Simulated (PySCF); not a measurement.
Simulation results for BH3N

Computed with PySCF 2.14.0. Calculation on a computer-drawn molecule: vertical ionisation energy to the stated ion spin, frozen-core CCSD(T) at the basis limit and cheaper methods, single-reference cases, UHF for radicals, no spin-orbit; all values are single points at the evaluated structure, the first of each entry, which is the reference or a displaced copy of it and isn't optimised; the reference structure only sets the zero of the energies above reference; triples share is (T) over the correlation energy.

Common to all runs: charge 1; multiplicity 1; ion multiplicity 2; diffuse functions no; basis cc-pVnZ; reference is the Hartree-Fock double-zeta minimum; best is HF at quadruple zeta + MP2 correlation extrapolated from triple and quadruple zeta + CCSD(T) minus MP2 at triple zeta; basis step is the size of the change from the same recipe one zeta lower.

(1) BH3N

Evaluated structure:
```xyz
5
BH3N
B     -0.2311    -1.0142     0.7938
N      0.1559    -2.1327     1.3571
H     -0.5927    -0.0185     0.2658
H      1.5035    -2.6410     1.2489
H     -0.4811    -2.7055     1.9042
```

Reference structure:
```xyz
5
BH3N
B     -0.2462    -1.0135     0.7906
N      0.1450    -2.1266     1.3639
H     -0.5951    -0.0203     0.2791
H      1.0895    -2.4819     1.2890
H     -0.4710    -2.7057     1.9199
```

* ionisation energy best: ?
* total energy HF triple zeta: ?
* total energy CCSD(T) triple zeta: ?
* ion spin squared at triple zeta: ?

Drawn bonds:
```tsv
atom	other atom	order
1	2	1
1	3	1
2	4	1
2	5	1
```

(2) BH3N

Evaluated structure:
```xyz
5
BH3N
B     -0.3114    -1.0180     0.7767
N      0.1193    -2.1522     1.3076
H     -0.4973    -0.0793     0.3576
H      1.0998    -2.3955     1.3228
H     -0.4856    -2.6646     2.0103
```

Reference structure:
```xyz
5
BH3N
B     -0.2462    -1.0135     0.7906
N      0.1450    -2.1266     1.3639
H     -0.5951    -0.0203     0.2791
H      1.0895    -2.4819     1.2890
H     -0.4710    -2.7057     1.9199
```

* energy above reference best: ?
* T1 diagnostic at triple zeta: ?
* ionisation energy EOM CCSD at triple zeta: ?
* ionisation energy Koopmans at triple zeta: ?

Drawn bonds:
```tsv
atom	other atom	order
1	2	1
1	3	1
2	4	1
2	5	1
```

**Q.** What ionisation energy best does the calculation give for BH3N (entry 1)?
**A.** 19.37 eV

**Q.** What total energy HF triple zeta does the calculation give for BH3N (entry 1)?
**A.** -80.5703 hartree

**Q.** BH3N (entry 1): total energy CCSD(T) triple zeta?
**A.** -80.8939 hartree

**Q.** Give the missing ion spin squared at triple zeta for BH3N (entry 1).
**A.** 0.7659

**Q.** Give the missing energy above reference best for BH3N (entry 2).
**A.** 8.452 kcal/mol

**Q.** Estimate the T1 diagnostic at triple zeta of BH3N (entry 2).
**A.** 0.01332

**Q.** Estimate the ionisation energy EOM CCSD at triple zeta of BH3N (entry 2).
**A.** 19.85 eV

**Q.** BH3N (entry 2): ionisation energy Koopmans at triple zeta?
**A.** 20.18 eV

**Q.** Give the table of triple zeta values for BH3N (entry 2).
**A.** 
Triple zeta:
```tsv
method	ionisation energy (eV)	energy above reference (kcal/mol)
HF	18.18	9.131
PBE	20.12	8.603
r2SCAN	19.89	8.522
B3LYP	20.04	8.28
wB97X	19.89	8.826
MP2	19.98	8.276
CCSD	19.77	8.552
CCSD(T)	19.9	8.435
```

Further results for BH3N (entry 1):

* ionisation energy basis step: 0.0183 eV
* energy above reference best: 41.27 kcal/mol
* energy above reference basis step: 0.1668 kcal/mol
* ionisation energy Koopmans at triple zeta: 19.69 eV
* ionisation energy EOM CCSD at triple zeta: 19.17 eV
* total energy best: -80.9333 hartree
* T1 diagnostic at triple zeta: 0.0139
* D1 diagnostic at triple zeta: 0.03579
* ion T1 diagnostic at triple zeta: 0.01216
* ion D1 diagnostic at triple zeta: 0.03025
* triples share at triple zeta: 0.0389
* basis functions triple zeta: 102

Triple zeta:
```tsv
method	ionisation energy (eV)	energy above reference (kcal/mol)
HF	17.43	48.87
PBE	19.43	37.49
r2SCAN	19.19	40.67
B3LYP	19.33	40.34
wB97X	19.18	42.66
MP2	19.32	41.79
CCSD	19.09	42.38
CCSD(T)	19.24	41.22
```

Further results for BH3N (entry 2):

- ionisation energy best: 20.03 eV
- ionisation energy basis step: 0.02804 eV
- energy above reference basis step: 0.1779 kcal/mol
- total energy HF triple zeta: -80.6336 hartree
- total energy CCSD(T) triple zeta: -80.9461 hartree
- total energy best: -80.9856 hartree
- D1 diagnostic at triple zeta: 0.03594
- ion T1 diagnostic at triple zeta: 0.00889
- ion D1 diagnostic at triple zeta: 0.02414
- ion spin squared at triple zeta: 0.7574
- triples share at triple zeta: 0.03499
- basis functions triple zeta: 102
